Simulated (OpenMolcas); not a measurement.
# 5s2 5p4 along the 52-electron sequence

```yaml
Program: OpenMolcas 26.06
Method: XMS-CASPT2, IPEA 0.25 Eh, imaginary shift 0.1 Eh
Basis: ANO-RCC-VTZP
Scalar_Hamiltonian: DKH2, point nucleus
Spin-orbit_coupling: RASSI with atomic mean-field integrals over the reference wave functions, term energies averaged over their components
```

Active space for each ion: 4 electrons in 3 orbitals (5p); closed shells correlated by CASPT2: 4d 5s.

Computed levels in cm-1 above 3P2:

| Level | Te | I+ | Xe2+ |
| --- | --- | --- | --- |
| 3P1 | 4300 | 6350 | 8720 |
| 3P0 | 4550 | 6210 | 7840 |
| 1D2 | 10410 | 13390 | 16500 |
| 1S0 | 22900 | 28890 | 34900 |
| weight of 3P in the lowest level (%) | 94 | 92 | 90 |

Measured, with the error of the calculation in %. Measured levels: Te, I+ from NIST Handbook of Basic Atomic Spectroscopic Data; Xe2+ from Saloman, J. Phys. Chem. Ref. Data 33, 765 (2004).

```csv
Level,Te,I+,Xe2+
3P1,4751 (-9.5),7087 (-10.4),9794 (-11.0)
3P0,4706 (-3.4),6448 (-3.7),8130 (-3.5)
1D2,10558 (-1.4),13727 (-2.4),17099 (-3.5)
1S0,23198 (-1.3),29501 (-2.1),36103 (-3.3)
```

The fine-structure level 3P0 changes by a factor of 1.72 from Te to Xe2+. Its fourth root runs 8.21, 8.88, 9.41, with steps per unit of Z of 0.66, 0.53; equal steps would mean a (Z - σ)^4 law with constant σ.

1D2 changes by a factor of 1.59 over the same range, with steps per unit of Z of +2980, +3110 cm-1.

CASPT2 breaks the degeneracy within a term, and the mean is taken; among the terms shown or strongly mixed into the levels shown the widest spread is 1300 cm-1 (5s2 5p4 1D, I+). With the s shell closed, the reference lacks s² → p² mixing. Measured partners are found by configuration, term and J. A level has none where our copy of the source lacks it or the pairing is in doubt (some pairs that miss far off the trend of their configuration count as doubtful), and it then counts in no deviation. Levels of configurations outside the active space are missing.
